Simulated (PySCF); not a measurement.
# Ionising ZnH

PBE0; Zn def2-TZVPPD, H def2-TZVPPD; no relativity (PySCF 2.14). Neutral (UKS): doublet (σ ↑), Re = 1.611 Å, ωe = 1565 cm⁻¹, De = 1.05 eV, HOMO -5.44 eV, LUMO -2.31 eV.

ZnH⁺ (UKS): singlet (closed shell), Re = 1.530 Å, ωe = 1913 cm⁻¹, De = 2.32 eV to Zn⁺ + H. The energies at the minima are -1779.68405 hartree for ZnH and -1779.39653 for ZnH⁺.

Question: Work out the adiabatic ionisation energy, without and with harmonic zero-point energies (1 hartree = 27.2114 eV, 1 eV = 8065.5 cm⁻¹), and the change of the bond length.

Answer: At PBE0: 0.28752 hartree = 7.824 eV between the minima; the zero-point term (1913.0 − 1565.0)/2 cm⁻¹ = +0.022 eV makes it 7.845 eV. Re changes by -8.1 pm against the neutral. The electron leaves a σ orbital, and the shorter bond of the ion fits an antibonding orbital, or a change in how ionic the bond is.

For an ion De counts to the pair picked by the measured ionisation energies or electron affinities, which need not be the lowest pair at this level. States were picked by a PBE0 search and need not be the measured ground states.
